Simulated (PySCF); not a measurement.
Harmonic spectrum computed at PBE0 in the def2-TZVP basis family (core potentials from Rb on, PySCF, no spin–orbit coupling):

```csv
ω (cm⁻¹),IR (km/mol)
255,27.9
288,17.8
309,47.2
468,119
758,90.1
980,38.7
1023,85.9
1104,110
3805,134
```

Task: Which molecule gave it? In each, all ligands are bound to the one heavy central atom.
A. AsO₂(OH) (singlet)
B. CoO₂(OH) (triplet)
C. PO₂(OH) (singlet)
D. NO₂(OH) (singlet)
E. SO₂(OH) (doublet)

Result: A. It has Cs symmetry with As–O 1.597 Å, As–O 1.604 Å, As–O 1.730 Å, O–H 0.968 Å.
